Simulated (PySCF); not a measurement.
# Orbital energies and ionisation energy

C8H9N.
Z-matrix (Å and degrees, PBE0-D3(BJ)/def2-SVP geometry), rows numbered from 1:
```
C 
C   1  1.3420
C   2  1.5015  1  121.03
C   2  1.4831  1  121.39  3  -178.87
C   4  1.4015  2  121.55  1   156.92
C   5  1.3942  4  119.58  2  -179.32
N   6  1.3288  5  123.88  4    -0.65
C   7  1.3321  6  116.88  5    -0.14
C   8  1.3907  7  123.90  6     0.27
H   1  1.0928  2  120.73  3    -1.61
H   1  1.0921  2  122.25  3   177.04
H   3  1.1016  2  111.36  1   128.41
H   3  1.1023  2  111.28  1  -112.39
H   3  1.0980  2  111.00  1     7.33
H   5  1.0910  4  121.12  2    -0.06
H   6  1.0965  5  119.66  4   179.45
H   8  1.0963  7  116.38  6  -179.21
H   9  1.0914  4  120.76  2    -2.01
```

Level: wB97X-D/def2-SVPD (PySCF). Frontier orbitals with their largest atomic shares (Löwdin; up to four atoms above 4 %):

| orbital | ε (eV) | main atoms |
| --- | --- | --- |
| HOMO−3 | -10.84 | C4 19 %, N7 16 %, C2 15 %, C1 10 % |
| HOMO−2 | -9.42 | C5 22 %, C8 20 %, C6 19 %, C9 18 % |
| HOMO−1 | -9.34 | N7 58 %, C6 11 %, C8 11 %, C9 6 % |
| HOMO | -8.93 | ? |
| LUMO | 0.24 | C4 17 %, C1 16 %, N7 14 %, C2 12 % |
| LUMO+1 | 1.26 | C8 19 %, C5 18 %, C9 17 %, C6 17 % |
| LUMO+2 | 2.21 | C3 18 %, C1 15 %, C5 7 %, H13 6 % |

Problem. What vertical ionisation energy does ΔSCF give, and how far is −ε(HOMO) from it?

Solution. ΔSCF: 8.98 eV (867 kJ/mol; threshold wavelength 138 nm); ⟨S²⟩ of the doublet left behind is 0.781, against 0.75 for a pure doublet. −ε(HOMO) is 8.93 eV, 0.05 eV below it. In exact Kohn–Sham theory the two would be equal; wB97X-D (range-separated hybrid) comes within 0.05 eV of that here.

Problem. On which atoms does the HOMO lie?

Solution. C1 (terminal =CH2 carbon) 28 %, C2 (fully substituted alkene carbon) 21 %, C4 (substituted aromatic carbon) 10 %, N7 (pyridine-type nitrogen) 10 %, so no atom holds as much as 40 %. The HOMO−1 lies 0.41 eV lower.

Problem. What total energies stand behind the ΔSCF value?

Solution. E(N) = -364.61993 Eh and E(N − 1) = -364.28986 Eh at the same geometry, 0.33007 Eh apart.

Problem. How many of the 10 lowest singlet excitations (vertical TDDFT, same level) lie below the ionisation energy?

Solution. All 10; they run from 4.85 to 7.62 eV.

Problem. What kinetic energy would electrons from this vertical process carry with 118.2 nm light (10.49 eV)?

Solution. 10.49 − 8.98 = 1.51 eV.

Problem. Shift the occupied levels rigidly so that −ε(HOMO) equals the ΔSCF value. What binding energies result?

Solution. The shift is +0.05 eV: HOMO 8.98, HOMO−1 9.39, HOMO−2 9.47, HOMO−3 10.89 eV. A rigid shift is only a rough guide to the deeper ionisations.

One conformer (not necessarily the lowest) at the PBE0-D3(BJ)/def2-SVP geometry, without solvent, vibrations or thermal averaging.

The run behind these numbers computed excited states and ΔSCF ions as well. The run took 8.8 min wall, 6.0 min CPU on one thread of an x86-64 server (shared host).

wB97X-D is run here without its empirical dispersion term; that term would change no orbital, density or response property at a fixed geometry.
